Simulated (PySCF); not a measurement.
Numbering as in the mapped SMILES `[CH3:1][O:2][SiH2:3][SiH2:4][C:5]([F:6])([F:7])[F:8]`; H(Xn) means a hydrogen on atom n.

- GIAO PBE0/pcSseg-1 shieldings
- GFN2-xTB structure
- run in PySCF 2.14
- one computed conformer, gas phase, no relativistic terms, fast rotation and ring inversion assumed for equivalent nuclei

Question: List the cross peaks expected in HSQC, COSY and HMBC spectra.

Answer: 

HSQC (one-bond C–H):
```csv
δH,δC
3.69 (H(C1)),56.2 (C1)
```

COSY cross peaks (H two or three bonds apart, from the bond graph; peaks can be absent where the dihedral angle is near 90°):
```csv
δH,δH
5.46 (H(Si3)),4.18 (H(Si4))
```

HMBC (two and three bonds, from the bond graph):
```csv
δH,δC
5.46 (H(Si3)),"141.8 (C5), 56.2 (C1)"
4.18 (H(Si4)),141.8 (C5)
```

Shifts are taken against calculated references (same method and geometry level): TMS for 1H, 13C.

Shifts are as computed. Against solution values, carbons near 30 ppm lie about +3 ppm off and those near 130 ppm about +5 ppm. Of 1211 compounds with measured shifts, 218 miss one by over three times the rms of a fit or turn the order of signals round; such compounds aren't used in these exercises.
